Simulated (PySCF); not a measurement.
Cl₃Sn (SMILES [Cl][Sn]([Cl])[Cl]), doublet, at a GFN2-xTB geometry (such geometries of metal compounds can be far from the true shape) (the spin is typed, not shown lowest) (all electrons, no relativity); HF/STO-3G (PySCF).

PySCF was given this input:
```python
from pyscf import gto, scf

mol = gto.M(
    atom='''
Sn    0.08011881    0.38952516    0.24394853
Cl    2.10920530   -0.59452107   -0.61815509
Cl   -0.99467821   -1.32262552    1.56383984
Cl   -1.35017066    0.77148434   -1.66318043
''',
    basis='sto-3g',
    spin=1,
    verbose=5,
)

mf = scf.UHF(mol)
mf.kernel()
mf.analyze()
```

Q: Write the output that PySCF gives for this input, abridged.

A: 
```
PySCF version 2.14.0

[INPUT] verbose = 5
[INPUT] max_memory = 4000
[INPUT] num. atoms = 4
[INPUT] num. electrons = 101
[INPUT] charge = 0
[INPUT] spin (= nelec alpha-beta = 2S) = 1
[INPUT] symmetry False subgroup None
[INPUT] Mole.unit = angstrom
[INPUT] Symbol           X                Y                Z      unit          X                Y                Z       unit  Magmom
[...]
[INPUT] ---------------- BASIS SET ----------------
[INPUT] l, kappa, [nprim/nctr], expnt,             c_1 c_2 ...
[INPUT] Cl
[...]
                                109.5358542       0.5353281423
                                29.64467686       0.4446345422
[...]
                                9.053563477       0.3995128261
                                2.944499834       0.7001154689
[...]
                                0.5940934274      0.2255954336
                                0.232524141       0.900398426
[...]
                                9.053563477       0.6076837186
                                2.944499834       0.3919573931
[...]
                                0.5940934274      0.5951670053
                                0.232524141       0.462001012
[INPUT] Sn
[...]
                                978.2371611       0.5353281423
                                264.7491522       0.4446345422
[...]
                                109.6946243       0.3995128261
                                35.67609636       0.7001154689
[...]
                                18.043066         0.2175436044
                                6.96157579        0.9166769611
[...]
                                2.174045204       0.0576109534
                                0.9570200509      1.115578745
[...]
                                0.3357601616      -0.1972567438
                                0.1483111678      1.375495512
[...]
                                109.6946243       0.6076837186
                                35.67609636       0.3919573931
[...]
                                18.043066         0.5777664691
                                6.96157579        0.4846460366
[...]
                                2.174045204       0.5852047641
                                0.9570200509      0.543944204
[...]
                                0.3357601616      0.629032369
                                0.1483111678      0.6662832743
[...]
                                18.043066         0.6555473627
                                6.96157579        0.286573259
[...]
                                2.174045204       0.6686785577
                                0.9570200509      0.3052468245

nuclear repulsion = 677.681258442281
number of shells = 26
number of NR pGTOs = 162
number of NR cGTOs = 54
basis = sto-3g
ecp = {}

******** <class 'pyscf.scf.uhf.UHF'> ********
method = UHF
initial guess = minao
damping factor = 0
level_shift factor = 0
DIIS = <class 'pyscf.scf.diis.CDIIS'>
diis_start_cycle = 1
diis_space = 8
diis_damp = 0
SCF conv_tol = 1e-09
SCF conv_tol_grad = None
SCF max_cycles = 50
direct_scf = True
direct_scf_tol = 1e-13
number electrons alpha = 51  beta = 50
Set gradient conv threshold to 3.16228e-05
E1 = -11399.606749267692  E2 = 3412.8534449237227  Ecoul = 3651.7362577462177  Exc = -238.882812822495
init E= -7309.07204590169
cond(S) = 5.197966521247399

  alpha mo_energy =
[-1.03158695e+03 -1.54997977e+02 -1.46837742e+02 -1.46837684e+02
 -1.46837684e+02 -1.04199689e+02 -1.04199682e+02 -1.04199682e+02
 -3.07977797e+01 -2.77735272e+01 -2.77735033e+01 -2.77735033e+01
 -1.93757318e+01 -1.93756767e+01 -1.93756767e+01 -1.93755139e+01
 -1.93755139e+01 -1.08474071e+01 -1.08470589e+01 -1.08470589e+01
 -8.28742745e+00 -8.28711169e+00 -8.28711168e+00 -8.28471633e+00
 -8.28470705e+00 -8.28470705e+00 -8.28467317e+00 -8.28463477e+00
 -8.28463477e+00 -5.59886492e+00 -4.35633973e+00 -4.35633973e+00
 -4.35412463e+00 -1.67204881e+00 -1.67204881e+00 -1.66217302e+00
 -1.66032806e+00 -1.66032806e+00 -1.44763059e+00 -1.37449776e+00
[...]
converged SCF energy = -7327.22865945271  <S^2> = 0.75300135  2S+1 = 2.0029991
Total Energy =                       -7327.228659452706779
[...]
1 Cl 3px         0.15634  -0.29860   0.02726   0.29059
1 Cl 3py        -0.18617   0.05270   0.03736  -0.20355
1 Cl 3pz        -0.13804   0.06710  -0.11787  -0.14585
2 Cl 1s         -0.00012   0.00023  -0.00024   0.00018
2 Cl 2s          0.00193  -0.00381   0.00400  -0.00307
2 Cl 3s         -0.03892   0.08894  -0.10120   0.07758
2 Cl 2px         0.00188  -0.00295   0.00448  -0.00046
2 Cl 2py         0.00401  -0.00346   0.00482  -0.00487
2 Cl 2pz        -0.00099   0.00525  -0.00260   0.00289
2 Cl 3px        -0.11438   0.13182  -0.19906   0.02038
2 Cl 3py        -0.24968   0.15367  -0.21711   0.21866
2 Cl 3pz         0.05228  -0.23548   0.11155  -0.12546
3 Cl 1s         -0.00012   0.00023   0.00028   0.00012
3 Cl 2s          0.00193  -0.00381  -0.00466  -0.00193
3 Cl 3s         -0.03892   0.08894   0.11779   0.04885
3 Cl 2px         0.00240  -0.00405  -0.00546   0.00003
3 Cl 2py         0.00094   0.00303   0.00007   0.00057
3 Cl 2pz         0.00373  -0.00475  -0.00596  -0.00408
3 Cl 3px        -0.14539   0.18111   0.24233  -0.00143
3 Cl 3py        -0.06703  -0.13672   0.00257  -0.02285
3 Cl 3pz        -0.22918   0.21201   0.26608   0.18200

To work with the spin densities directly, `use mulliken_meta_spin()` only printing them here.

 ** Mulliken spin pop alpha/beta on meta-lowdin orthogonal AOs **
 ** Mulliken Spin Density (per AO)  **
spin_pop of  0 Sn 1s        0.00000
spin_pop of  0 Sn 2s        0.00001
spin_pop of  0 Sn 3s        0.00004
spin_pop of  0 Sn 4s        0.00044
spin_pop of  0 Sn 5s        0.31841
spin_pop of  0 Sn 2px       0.00000
spin_pop of  0 Sn 2py       0.00000
spin_pop of  0 Sn 2pz       0.00000
spin_pop of  0 Sn 3px      -0.00000
spin_pop of  0 Sn 3py       0.00000
spin_pop of  0 Sn 3pz       0.00000
spin_pop of  0 Sn 4px      -0.00004
spin_pop of  0 Sn 4py       0.00020
spin_pop of  0 Sn 4pz       0.00005
spin_pop of  0 Sn 5px       0.01567
spin_pop of  0 Sn 5py       0.34259
spin_pop of  0 Sn 5pz       0.13512
spin_pop of  0 Sn 3dxy     -0.00000
spin_pop of  0 Sn 3dyz      0.00000
spin_pop of  0 Sn 3dz^2    -0.00000
spin_pop of  0 Sn 3dxz     -0.00000
spin_pop of  0 Sn 3dx2-y2    0.00000
spin_pop of  0 Sn 4dxy     -0.00026
spin_pop of  0 Sn 4dyz      0.00005
spin_pop of  0 Sn 4dz^2    -0.00012
spin_pop of  0 Sn 4dxz     -0.00032
spin_pop of  0 Sn 4dx2-y2    0.00004
spin_pop of  1 Cl 1s        0.00000
spin_pop of  1 Cl 2s        0.00000
spin_pop of  1 Cl 3s        0.00046
spin_pop of  1 Cl 2px       0.00000
spin_pop of  1 Cl 2py       0.00001
spin_pop of  1 Cl 2pz       0.00000
spin_pop of  1 Cl 3px       0.00621
spin_pop of  1 Cl 3py       0.03751
spin_pop of  1 Cl 3pz       0.01850
spin_pop of  2 Cl 1s        0.00000
spin_pop of  2 Cl 2s        0.00000
spin_pop of  2 Cl 3s        0.00046
spin_pop of  2 Cl 2px       0.00000
spin_pop of  2 Cl 2py       0.00001
spin_pop of  2 Cl 2pz      -0.00000
spin_pop of  2 Cl 3px       0.00839
spin_pop of  2 Cl 3py       0.06251
spin_pop of  2 Cl 3pz      -0.00867
spin_pop of  3 Cl 1s        0.00000
spin_pop of  3 Cl 2s        0.00000
spin_pop of  3 Cl 3s        0.00046
spin_pop of  3 Cl 2px       0.00000
spin_pop of  3 Cl 2py       0.00000
spin_pop of  3 Cl 2pz       0.00001
spin_pop of  3 Cl 3px       0.01382
spin_pop of  3 Cl 3py       0.00268
spin_pop of  3 Cl 3pz       0.04572
 ** Mulliken Spin Density (per atom)  **
spin density of  0 Sn =      0.81188
spin density of  1 Cl =      0.06271
spin density of  2 Cl =      0.06271
spin density of  3 Cl =      0.06271
 ** Mulliken pop alpha/beta on meta-lowdin orthogonal AOs **
 ** Mulliken pop       alpha | beta **
In total            51.00000 | 50.00000
 ** Mulliken atomic charges   ( Nelec_alpha | Nelec_beta ) **
charge of  0Sn =      1.00619  (    24.90285     24.09096 )
charge of  1Cl =     -0.33540  (     8.69905      8.63635 )
charge of  2Cl =     -0.33540  (     8.69905      8.63635 )
charge of  3Cl =     -0.33540  (     8.69905      8.63635 )
Dipole moment(X, Y, Z, Debye):  0.74544,  3.62421,  2.26974
```
